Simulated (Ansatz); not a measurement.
Several settings on one geometry of the cluster MoS3⁻ (that of the charge -1 doublet, PBE0-D4/def2-SVPD). Ansatz on 4 threads of Arm Neoverse V2 on a shared host; times are rough.

Cartesian coordinates in Å:
```
Mo 0.001 0.001 -0.001
S 1.744 0.037 1.268
S -1.697 1.247 0.463
S -0.048 -1.286 -1.730
```

Totals from different functionals, basis sets or treatments of relativity can't be compared as stabilities.

DK, ANO-RCC and x2c sets are all-electron and run with scalar relativity unless a key says otherwise. In the def2 sets Mo takes a core potential; there is no spin–orbit coupling. Correlated methods freeze 19 core orbitals.

The spins typed aren't always the lowest for that charge.

(1) Give the basis size and estimate the energy, ⟨S²⟩ and time of these runs.

```csv
run,method,charge,state,further keys
1,ROKS B97M-V/x2c-TZVPPall,-1,doublet,scf: {lower_state_search: off}; forces asked
2,"ROHF, mp2/def2-SVPD",-1,quartet,pseudopotentials: {relativity: none}; electrons: outside_noble_gas; scf: {omitted_lower_state_checks: [starts]}; forces asked
3,UKS ωB97/def2-mTZVP,-1,doublet,pseudopotentials: {relativity: none}; scf: {omitted_lower_state_checks: [starts]}; forces asked
```

Results:

(1) 
```
run  functions  energy (Eh)  ⟨S²⟩  wall time
  1        205   -5245.4866     –       10 s
  2        115   -1260.4500     –       14 s
  3         99   -1262.9323  0.78        8 s
```

The highest occupied level of an anion often lies above zero with these methods, and sets without diffuse functions describe the outer electron poorly.
